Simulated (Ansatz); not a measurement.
Cartesian coordinates in Å:
```
C 1.5556 -0.0379 -0.6492
B 0.1987 0.6278 -0.2447
C -0.2092 1.0113 1.2166
F -0.6111 1.0293 -1.2370
Se -1.4976 -2.2843 -0.2582
H 1.8990 -0.7710 0.0830
H 2.3233 0.7467 -0.6888
H 1.5232 -0.5007 -1.6374
H 0.1034 0.2634 1.9479
H -1.2793 1.1990 1.3239
H 0.3088 1.9420 1.4846
H -2.6254 -1.5022 0.2589
H -1.6895 -1.7234 -1.5996
```

The species carries charge 0 and has multiplicity 1. The bonds changed during the relaxation, so this is another structure than the one it started from.

(1) List the B3LYP/def2-TZVPP orbital energies in eV (Ansatz). (Best estimate.)

Answers

(1) Computed: Occupied: -12351.38, -1580.72, -1418.89, -1418.86, -1418.79, -671.29, -276.01, -275.99, -213.03, -184.55, -157.12, -157.02, -156.81, -57.91, -57.88, -57.70, -57.63, -57.60, -32.50, -19.71, -19.40, -18.67, -14.46, -12.42, -12.35, -11.63, -11.61, -10.90, -10.58, -10.32, -10.30, -9.93, -8.35, -7.03. Lowest empty: -0.30, -0.14, 0.16, 1.01, 1.80, 2.40, 2.66, 2.89.

B3LYP here is the variant with VWN-RPA as its local correlation; programs differ in this.
